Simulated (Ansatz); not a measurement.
Gas-phase reaction R1 → P1 + P2, each structure at its B3LYP-D3(BJ)/def2-TZVP stationary point, reached from a drawn start (curvature not checked).
R1: H6Mo (SMILES [MoH6]), charge 0, multiplicity 1.
P1, H5Mo (SMILES [MoH5]) (charge 0, multiplicity 2):
```xyz
6

Mo    -0.26368    -0.00143     0.00094
H      0.58375     0.00784     1.44184
H      0.56645    -0.00159    -1.45013
H      1.38516     0.00795    -0.00860
H     -1.14426     1.45498     0.00318
H     -1.12752    -1.46776     0.01278
```
P2: H atom, charge 0, multiplicity 2.

P less R. No zero-point or thermal terms; singlets are restricted closed shells; open shells are unrestricted; no spin–orbit coupling. The spin states of the d-block species are the ones drawn and need not be the lowest.

Cores are frozen in the correlated methods. CBS(a, b) extrapolates the correlation energy as X⁻³ and adds the Hartree–Fock energy of set b.

Programs: Ansatz (a first-principles code). No computed number here is a measurement. Elements past Kr take the def2 small-core potentials, without spin–orbit coupling.

PBE/def2-TZVPP gives 2.982 eV for the reaction energy.

Task: How do the other levels lie against it? Give each less PBE: r2SCAN/def2-TZVPP, B3LYP/def2-TZVPP, wB97M-V/def2-TZVPP, B2PLYP/def2-TZVPP, MP2/CBS(def2-TZVPP, def2-QZVPP), CCSD(T)/CBS(def2-TZVPP, def2-QZVPP).

Result: r2SCAN/def2-TZVPP -0.080; B3LYP/def2-TZVPP -0.182; wB97M-V/def2-TZVPP -0.115; B2PLYP/def2-TZVPP -0.098; MP2/CBS(def2-TZVPP, def2-QZVPP) 0.307; CCSD(T)/CBS(def2-TZVPP, def2-QZVPP) -0.028 eV. 1 of 6 lie above PBE; the widest gap is to MP2/CBS(def2-TZVPP, def2-QZVPP).
